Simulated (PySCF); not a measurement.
# Computed records: GeH4O2Si

All values are calculated (PySCF 2.14.0). Calculation on a computer-drawn molecule: the log of a Hartree-Fock and frozen-core CCSD(T) single point meant for a local Hartree-Fock minimum, with one planted fault or none, to be diagnosed. Offsets are logged minus clean, where the clean run is the same molecule without the fault. The reference is restricted for singlets and unrestricted otherwise, and also for a bond in bohr or an excited solution. Adding or removing an electron swaps singlet and doublet. The excited solution moves the top pair (singlet) or top alpha electron (doublet) to the lowest empty orbital. Highest occupied and lowest empty are orbital energies over both spins, largest force is the largest gradient component, triples share is (T) over the correlation energy, the T1 limit is 0.02 restricted and 0.045 unrestricted, electrons count all cores, a negative frequency is imaginary (commonest isotopes), and the dipole is about the centre of nuclear charge; on germanium a core potential holds 10 electrons, which the energies leave out, and 3d is frozen in MP2 and coupled-cluster steps.

```xyz
8
formula=GeH4O2Si meant_charge=0 meant_multiplicity=1 meant_basis=cc-pV(D+d)Z meant_basis_and_core_potential_on_germanium=cc-pVDZ-PP_ECP10MDF logged_electrons=65 logged_basis_functions=94 logged_SCF_converged=yes logged_spin_squared=0.7849 logged_highest_occupied=-15.851 logged_lowest_empty=-7.4485 logged_largest_force=0.069103 logged_T1_diagnostic=0.025417 logged_D1_diagnostic=0.1058 logged_triples_share=0.026518 logged_CC_converged=yes logged_dipole_magnitude=5.0605 logged_SCF_stable_within_its_kind=yes logged_energy_HF=-734.16121 logged_energy_CCSD(T)=-734.73822 possible_faults=no_fault,one_electron_removed,one_electron_added,multiplicity_raised_by_two,geometry_at_a_saddle_point,SCF_held_on_an_excited_solution,minimal_basis_STO-3G,one_bond_length_entered_in_bohr,all_coordinates_scaled
O      0.0549     1.1577    -0.5027
Si     0.1941     0.5281    -2.0197
O     -0.1789    -1.0486    -1.9306
Ge    -0.6800    -2.3620    -0.8106
H      0.2379     2.0729    -0.3557
H      1.5773     0.6926    -2.5131
H     -0.7342     1.2146    -2.9420
H     -0.7388    -3.4749    -1.9497
```

Units: logged_highest_occupied, logged_lowest_empty in eV; logged_largest_force in hartree/bohr; logged_dipole_magnitude in debye; logged_energy_HF, logged_energy_CCSD(T) in hartree.

Drawn bonds:
```tsv
atom	other atom	order
1	2	1
2	3	1
3	4	1
1	5	1
2	6	1
2	7	1
4	8	1
```

Question: Give the missing planted fault for GeH4O2Si.
Answer: one electron removed

Further results for GeH4O2Si:

* HF energy offset from clean run: 191.2 kcal/mol
* CCSD(T) energy offset from clean run: 203.2 kcal/mol
